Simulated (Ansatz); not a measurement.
Relaxation of ClH₅O₂Si (9 atoms, charge 0, multiplicity 1), to a largest force component of 0.03 eV/Å in at most 50 steps.

The calculation used RKS PBE0/6-31G* (Ansatz 0.2.0).

```xyz
9
Properties=species:S:1:pos:R:3:forces:R:3
Si -0.119 0.114 0.054 -0.05 0.14 0.41
Cl -0.052 0.422 2.143 -0.08 0.00 -0.50
H 1.224 0.229 -0.529 0.00 -0.01 0.02
H -1.025 1.197 -0.419 0.01 -0.01 0.03
O -0.818 -1.343 -0.332 -0.04 -0.05 0.08
H -1.785 -1.357 -0.305 0.11 0.05 -0.03
O 1.518 -2.063 0.992 -0.35 0.16 0.63
H 0.750 -2.509 0.600 0.08 0.02 0.06
H 1.204 -1.810 1.890 0.32 -0.30 -0.70
```

**Question.** Where does it end, and by what steps?

**Answer.** The run converged. After 10 steps the energy has fallen by 0.043 eV; H9 moved furthest, 0.29 Å.

| step | energy less start (eV) | largest force component (eV/Å) | accepted |
| --- | --- | --- | --- |
| 0 | 0.0000 | 0.705 | yes |
| 1 | -0.0108 | 1.225 | yes |
| 2 | -0.0121 | 1.099 | yes |
| 3 | 0.0525 | 1.648 | no |
| 4 | -0.0285 | 0.604 | yes |
| 5 | -0.0348 | 0.454 | yes |
| 6 | -0.0317 | 0.184 | no |
| 7 | -0.0412 | 0.199 | yes |
| 8 | -0.0415 | 0.073 | yes |
| 9 | -0.0433 | 0.038 | yes |
| 10 | -0.0434 | 0.025 | yes |

```xyz
9
Properties=species:S:1:pos:R:3
Si -0.159 0.179 0.066
Cl -0.150 0.589 2.095
H 1.207 0.269 -0.470
H -1.069 1.200 -0.518
O -0.798 -1.325 -0.241
H -1.760 -1.351 -0.310
O 1.555 -2.164 0.972
H 0.715 -2.460 0.590
H 1.356 -2.058 1.911
```

Whether the end is a true minimum wasn't checked by a vibrational analysis.

Time of the run: 77 s on 1 thread of Arm Neoverse N1, with other jobs on the host, peak memory 0.15 GiB.
